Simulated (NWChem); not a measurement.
System meant: BIF2; SMILES FB(F)I

NWChem input:

```
start job
memory heap 200 mb stack 900 mb global 1100 mb
geometry units angstroms noautoz
  B      0.000000     0.000000     1.313693
  F      0.000000    -1.128651     1.976923
  F      0.000000     1.128651     1.976923
  I      0.000000     0.000000    -0.809351
end
basis spherical
  * library def2-svp
end
dft
  xc pbe0
  iterations 150
  mulliken
end
task dft energy
```

End of the output:

```
             Grid Information
             ----------------
          Grid used for XC integration:  medium
          Radial quadrature: Mura-Knowles
          Angular quadrature: Lebedev.
          Tag              B.-S. Rad. Rad. Pts. Rad. Cut. Ang. Pts.
          ---              ---------- --------- --------- ---------
          B                   0.85       49           8.0       434
          F                   0.50       49           9.0       434
          I                   1.40      123           8.0       590
          Grid pruning is: on
          Number of quadrature shells:   221
          Spatial weights used:  Erf1

          Convergence Information
          -----------------------
          Convergence aids based upon iterative change in
          total energy or number of iterations.
          Levelshifting, if invoked, occurs when the
          HOMO/LUMO gap drops below (HL_TOL):  1.00D-02
          DIIS, if invoked, will attempt to extrapolate
          using up to (NFOCK): 10 stored Fock matrices.

                    Damping( 0%)  Levelshifting(0.5)       DIIS
                  --------------- ------------------- ---------------
          dE  on:    start            ASAP                start
          dE off:    2 iters        150 iters           150 iters

      Screening Tolerance Information
      -------------------------------
          Density screening/tol_rho:  1.00D-10
          AO Gaussian exp screening on grid/accAOfunc:  14
          CD Gaussian exp screening on grid/accCDfunc:  20
          XC Gaussian exp screening on grid/accXCfunc:  20
          Schwarz screening/accCoul:  1.00D-08

      Superposition of Atomic Density Guess
      -------------------------------------

      charge =      53.0 I (Iodine)

      symmetry species            s     p     d     f
      number of basis functions =10     7     6
      number of cont. functions = 4     4     2
      number of closed shells   = 5     3     2
      number of open shells     = 0     1     0
      open shell occupation     = 0     5     0
 ------------------------------------------------------------------------
 atomscf:atomd: error in atom scf                   0
 ------------------------------------------------------------------------
 ------------------------------------------------------------------------
  current input line :
    17: task dft energy
 ------------------------------------------------------------------------
 ------------------------------------------------------------------------
 This error has not yet been assigned to a category
 ------------------------------------------------------------------------
 For more information see the NWChem manual at https://nwchemgit.github.io

0:atomscf:atomd: error in atom scf:Received an Error in Communication
```

Question: Find the fault in this run and fix the input.

Answer: The run crashed. Cause: the def2 basis of a heavy element holds valence functions alone and wants its effective core potential (without it all electrons must fit into that basis). This input runs:
```
start job
memory heap 200 mb stack 900 mb global 1100 mb
geometry units angstroms noautoz
  B      0.000000     0.000000     1.313693
  F      0.000000    -1.128651     1.976923
  F      0.000000     1.128651     1.976923
  I      0.000000     0.000000    -0.809351
end
basis spherical
  B library def2-svp
  F library def2-svp
  I library def2-svp
end
ecp
  I library def2-ecp
end
dft
  xc pbe0
  iterations 150
  mulliken
end
task dft energy
```
It converges to -521.99778 Ha (PBE0/def2-SVP with def2 effective core potentials on I).
